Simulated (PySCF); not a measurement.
Polarisability and C₆ of N (nitrogen, neutral)

[He] 2s2 2p3, high-spin 4S determinant. All numbers are calculated (PySCF 2.14, no relativity, point nucleus, in aug-cc-pVTZ). Coupled (time-dependent) response in atomic units; α is the mean over directions.

```json
{"method": "UHF", "mean α (bohr³)": "7.113", "C₆ (like pair)": "23.21", "S(−4)": "27.49"}
{"method": "PBE", "mean α (bohr³)": "8.023", "C₆ (like pair)": "27.72", "S(−4)": "34.32"}
{"method": "PBE0", "mean α (bohr³)": "7.603", "C₆ (like pair)": "25.83", "S(−4)": "29.73"}
{"method": "BP86", "mean α (bohr³)": "8.094", "C₆ (like pair)": "28.11", "S(−4)": "34.40"}
{"method": "PW91", "mean α (bohr³)": "7.999", "C₆ (like pair)": "27.57", "S(−4)": "34.31"}
```

S(−4) is the Cauchy moment in α(ω) = α(0) + S(−4) ω² + …

Reference α: 7.4 ± 0.2 bohr³ (recommended; Schwerdtfeger and Nagle, table of static dipole polarizabilities (2023 update)). Published C₆: 24.20 (Chu and Dalgarno (2004); Tang, Norbeck and Certain (1976)).

α(iu) at BP86:

| u (hartree) | α(iu) (bohr³) |
| --- | --- |
| 0 | 8.094 |
| 0.0500 | 8.009 |
| 0.100 | 7.770 |
| 0.200 | 6.989 |
| 0.300 | 6.071 |
| 0.500 | 4.451 |
| 0.750 | 3.070 |
| 1.00 | 2.210 |
| 1.50 | 1.288 |
| 2.00 | 0.8390 |
| 3.00 | 0.4359 |
| 5.00 | 0.1797 |
